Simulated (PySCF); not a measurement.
CH₁₁NSi₄, SMILES N[SiH2][SiH]1[SiH2]C[SiH2]1. Atoms are numbered in the order given.

```xyz
17

N      3.1747    -1.2275    -0.0452
Si     2.3377     0.2917     0.2021
Si     0.1063    -0.1813     0.7334
Si    -1.5573     1.4742     0.3819
C     -2.6956     0.1748    -0.4567
Si    -1.3068    -1.0460    -0.9691
H      4.1910    -1.1988    -0.1729
H      2.7633    -1.8871    -0.7115
H      3.0409     1.0062     1.3263
H      2.2904     1.2574    -0.9673
H     -0.0797    -0.9158     2.0385
H     -2.1670     2.2234     1.5398
H     -1.0711     2.4787    -0.6318
H     -3.3066    -0.3112     0.3350
H     -3.3786     0.5334    -1.2528
H     -1.6941    -2.5037    -0.9984
H     -0.7574    -0.6789    -2.3254
```
Charge 0, spin multiplicity 1.

Coordinates come from a PBE-D3(BJ)/def2-SVP optimisation. The structure was generated by enumeration, and PubChem lists no compound with its InChIKey, so it may never have been made. Other conformers were not sampled.

Method: PBE/def2-TZVP run with PySCF.

ESP charges are fitted to the potential on shells at 1.4 to 2.0 van der Waals radii. Atomic charges (e):

```tsv
atom	ESP fit	Löwdin	IAO	Mulliken
N1	-0.88	-0.29	-0.82	-0.58
Si2	0.35	0.03	0.60	?
Si3	-0.07	0.02	-0.06	?
Si4	0.18	0.15	0.45	0.10
C5	-0.48	-0.50	-0.79	?
Si6	0.28	0.14	0.44	0.09
H7	0.37	0.16	0.26	0.23
H8	0.35	0.16	0.26	0.23
H9	-0.05	-0.03	-0.11	-0.03
H10	-0.11	-0.03	-0.14	-0.04
H11	-0.01	-0.01	-0.06	?
H12	-0.06	-0.03	-0.09	?
H13	-0.05	-0.02	-0.09	?
H14	0.17	0.16	0.16	0.13
H15	0.16	0.14	0.16	0.13
H16	-0.09	-0.03	-0.09	?
H17	-0.07	-0.02	-0.10	?
```

Complete the blanks. (An estimate is asked for; the answer gives what the named calculation found.)


- Si2, Mulliken: 0.21
- Si3, Mulliken: -0.03
- C5, Mulliken: -0.38
- H11, Mulliken: -0.01
- H12, Mulliken: -0.02
- H13, Mulliken: -0.01
- H16, Mulliken: -0.02
- H17, Mulliken: -0.02

Give the Mayer and Wiberg (Löwdin basis) orders of the bonds. (Estimate from the structure and the level; the computed values follow.)


```
bond     Mayer  Wiberg
-------  -----  ------
N1–Si2    1.17    1.56
Si2–Si3   0.94    1.12
Si3–Si4   0.93    1.05
Si4–C5    0.97    1.16
Si3–Si6   0.94    1.05
C5–Si6    0.97    1.17
N1–H7     0.91    0.95
N1–H8     0.92    0.95
Si2–H9    0.92    0.92
Si2–H10   0.89    0.92
Si3–H11   0.91    0.89
Si4–H12   0.92    0.93
Si4–H13   0.93    0.92
C5–H14    0.91    0.84
C5–H15    0.92    0.87
Si6–H16   0.92    0.93
Si6–H17   0.93    0.92
```
